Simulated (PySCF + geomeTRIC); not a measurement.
A geometry relaxed with B3LYP-D3(BJ)/def2-TZVP (PySCF + geomeTRIC), charge 0, multiplicity 1:

```xyz
9

C      0.2838     0.4862     0.2816
H     -1.1726    -0.3720    -1.0868
H      0.1298     1.5204    -0.0347
H     -1.8224     0.0552     0.5021
C     -0.9598    -0.3603    -0.0184
H      0.4820     0.5102     1.3556
N      2.4062    -0.4347    -0.9250
C      1.4775    -0.0199    -0.3884
H     -0.8180    -1.3887     0.3121
```

Write the SMILES of this molecule.

`CCC#N`
